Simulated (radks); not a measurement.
Te XL, 13 electrons, occupied as [Ne] 3s2 3p1. Method: Dirac Kohn-Sham, PBE, spin-unpolarised, spherical densities, point nucleus; open shells are shared between the two j in proportion to 2j + 1; computed with a radial shooting solver on a logarithmic mesh with Libxc functionals.

Unscreened Slater integrals over Kohn-Sham orbitals (cm^-1). Large and small components are both included. Empty in this configuration: 3d3/2.

integral,value
"F0(3p3/2,3p3/2)",708230
"F2(3p3/2,3p3/2)",354890
"F0(3p3/2,3p1/2)",718440
"G2(3p3/2,3p1/2)",356720
"F0(3p3/2,3s1/2)",698390
"G1(3p3/2,3s1/2)",450360
"F0(3p3/2,2p3/2)",935380
"F2(3p3/2,2p3/2)",243600
"G0(3p3/2,2p3/2)",97056
"G2(3p3/2,2p3/2)",107110
"F0(3p3/2,3d3/2)",749330
"F2(3p3/2,3d3/2)",356500
"G1(3p3/2,3d3/2)",363930
"G3(3p3/2,3d3/2)",247660
"F0(3p1/2,3p1/2)",729340
"F0(3p1/2,3s1/2)",707920
"G1(3p1/2,3s1/2)",447630
"F0(3p1/2,2p3/2)",958660
"G2(3p1/2,2p3/2)",105810
"F0(3p1/2,3d3/2)",762290
"G1(3p1/2,3d3/2)",387410
"F0(3s1/2,3s1/2)",690740
"F0(3s1/2,2p3/2)",903530
"G1(3s1/2,2p3/2)",93500
"F0(3s1/2,3d3/2)",738230
"G2(3s1/2,3d3/2)",276850
"F0(2p3/2,2p3/2)",1914200
"F2(2p3/2,2p3/2)",913310
"F0(2p3/2,3d3/2)",1032200
"F2(2p3/2,3d3/2)",329280
"G1(2p3/2,3d3/2)",307940
"G3(2p3/2,3d3/2)",178050
"F0(3d3/2,3d3/2)",820740
"F2(3d3/2,3d3/2)",425820
